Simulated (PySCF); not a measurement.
The same gas-phase reaction for Al, Ga, In:
- AlI3 → AlI + I2
- GaI3 → GaI + I2
- InI3 → InI + I2

Method: PySCF energies (xtb for GFN2) plus ideal-gas RRHO corrections (1 bar). † marks an energy on the PBE0/def2-TZVP geometry and frequencies; other levels use their own. CCSD(T) freezes the core. All species are closed-shell singlets. I, In: scalar-relativistic def2 core potential, no spin-orbit coupling. Ga: all electrons, no relativistic terms. CCSD(T) isn't extrapolated to the basis-set limit.

ΔH°(298 K) in kJ, by level:

```
level                  Al     Ga     In
------------------  -----  -----  -----
ωB97M-V/def2-TZVP†  336.8  239.5    ___
GFN2-xTB            431.9  222.0    ___
BLYP/def2-TZVP†     285.1  178.6    ___
HF/def2-TZVP†       339.6  243.8  206.8
PBE/def2-TZVP†      320.4  219.4    ___
CCSD(T)/def2-SVP†   346.0  266.8    ___
```

**Question.** Fill in the missing entries.

**Answer.** 
- ωB97M-V/def2-TZVP†, In: 202.2
- GFN2-xTB, In: 136.2
- BLYP/def2-TZVP†, In: 135.0
- PBE/def2-TZVP†, In: 170.0
- CCSD(T)/def2-SVP†, In: 219.5
